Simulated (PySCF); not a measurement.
# Working out the ionisation energy of Ti

Ti [Ar] 3d2 4s2 (3F) → Ti⁺ [Ar] 3d2 4s1 (4F). Computed with PySCF 2.14 in cc-pVTZ (7s6p4d2f1g, 68 functions), with no relativity, point nucleus. Frozen: [Ar]. Energies in hartree (1 hartree = 27.21139 eV):

| part | Ti (lower) | Ti⁺ (upper) |
| --- | --- | --- |
| UHF | -848.412914 | -848.209898 |
| MP2 opposite-spin | -0.029204 | 0.000000 |
| MP2 same-spin | -0.010460 | -0.010951 |

Problem. What does Hartree-Fock give?

Solution. (-848.209898) − (-848.412914) = 0.203016 hartree = 5.524 eV.

Problem. What do MP2 and SCS-MP2 (6/5 opposite-spin, 1/3 same-spin) give?

Solution. The opposite-spin parts differ by 0.795 eV and the same-spin parts by -0.013 eV. MP2: 5.524 + (0.795) + (-0.013) = 6.306 eV. SCS-MP2: 5.524 + 1.2 × (0.795) + (-0.013)/3 = 6.474 eV.

Measured between the centres of the two terms (NIST): 6.828 eV, so MP2 (valence) is off by -0.522 eV.

The calculation is non-relativistic.

What remains against the reference includes basis incompleteness, the frozen core and correlation beyond second order.
